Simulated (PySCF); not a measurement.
HP2, charge +1, singlet, geometry from GFN2-xTB, with bond 3-2 at 2.0 times its length. Base run: M062X/6-311G** (PySCF).

PySCF was given this input:
```python
from pyscf import gto, scf, dft

mol = gto.M(
    atom='''
P    -0.000000   -0.000000   -1.025967
P     0.000000    0.000000    0.875030
H     0.000000    0.000000    3.653107
''',
    basis='6-311g**',
    charge=1,
    spin=0,
    verbose=4,
)

mf = dft.RKS(mol)
mf.xc = 'm062x'
mf.kernel()
```

Variants of this job, named by their change:

```csv
change,ΔE vs base (µEh),SCF cycles,outcome
base,0.0,11,converged
init_guess = vsap,0.0,13,converged
diis = off; damp = 0.6 (with mf.diis_start_cycle = 200; with mf.max_cycle = 150),0.0,23,converged
solver = newton; init_guess = 1e,0.0,-,converged
diis_space = 12,0.0,11,converged
DIIS = EDIIS,-,50,not converged
diis_space = 2,0.0,37,converged
conv_tol = 1e-11,0.0,12,converged
conv_tol_grad = 1e-3,0.0,11,converged
damp = 0.5; diis_start_cycle = 5,0.0,14,converged
conv_tol = 1e-12,0.0,13,converged
level_shift = 1.0 (with mf.max_cycle = 100),0.0,50,converged
level_shift = 0.3 (with mf.max_cycle = 100),0.0,17,converged
```
